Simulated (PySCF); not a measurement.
Compound: C₂H₆Al₂Cl₂.
SMILES with atom numbers: `[CH2:1]=[CH:2][AlH-:3]1[Cl+:4][AlH2-:5][Cl+:6]1` (hydrogens: H7, H8 on C1; H9 on C2; H10 on Al3; H11, H12 on Al5)

Computed with core-valence-separated Tamm–Dancoff BHandHLYP/aug-pcX-1 (pcseg-1 on H, def2-SVPD on Al, def2-SVPD on Cl) in PySCF, non-relativistic, gas phase, PBE0-D3(BJ)/def2-SVP geometry. Absolute energies from this functional tend to lie a few eV below measured edges; no shift was applied.

Question: List the carbon K-edge absorption lines.

Answer: 
| E (eV) | f | core hole on | main final orbital | polarisation |
| --- | --- | --- | --- | --- |
| 281.92 | 0.0520 | C2 | LUMO+3 (41 %) | normal to the local trigonal plane |
| 282.18 | 0.0644 | C1 | LUMO (43 %) | normal to the local trigonal plane |
| 285.33 | 0.0168 | C2 | LUMO/LUMO+1 (2 roots, f summed) | mixed |
| 285.85 | 0.0265 | C2 | LUMO+6 (36 %) | in the local trigonal plane |
| 285.89 | 0.0066 | C1 | LUMO+1 (59 %) | in the local trigonal plane |
| 285.98 | 0.0037 | C2 | LUMO+2 (47 %) | in the local trigonal plane |
| 286.52 | 0.0303 | C1 | spread | in the local trigonal plane |
| 286.63 | 0.0008 | C2 | LUMO+1 (39 %) | – |
| 286.78 | 0.0002 | C1 | LUMO (33 %) | – |
| 286.88 | 0.0004 | C2 | LUMO+4 (54 %) | – |

The first line with a tenth or more of the strongest one's intensity is at 281.92 eV (f = 0.052), with the hole on C2 (alkene CH carbon), polarised normal to the local trigonal plane: a 1s→π* resonance. The strongest listed is at 282.18 eV (f = 0.064; C1, 1s→π*).

Roots within 0.03 eV whose holes lie on the same, on equivalent or on shared atoms are summed into one line, and the highest roots are left out, as the search may have cut off their partners. Final orbitals are the ground state's empty Kohn–Sham orbitals. A dash: too weak, shared between unlike atoms, or no plane or axis to refer to.

Question: What length of transition dipole belongs to the line at 281.92 eV?

Answer: From f = (2/3) ΔE |μ|² in atomic units, with ΔE = 10.360 Eh and f = 0.0520: |μ| = 0.087 au = 0.22 D.

Only the lowest roots of each edge were sought.

The run took about 30 s of CPU time (one thread, shared machine).

Conformer computed: `[CH2:1]=[CH:2][AlH-:3]1[Cl+:4][AlH2-:5][Cl+:6]1`: C1–C2–Al3–Cl4 130°.

One conformer stands for the species.
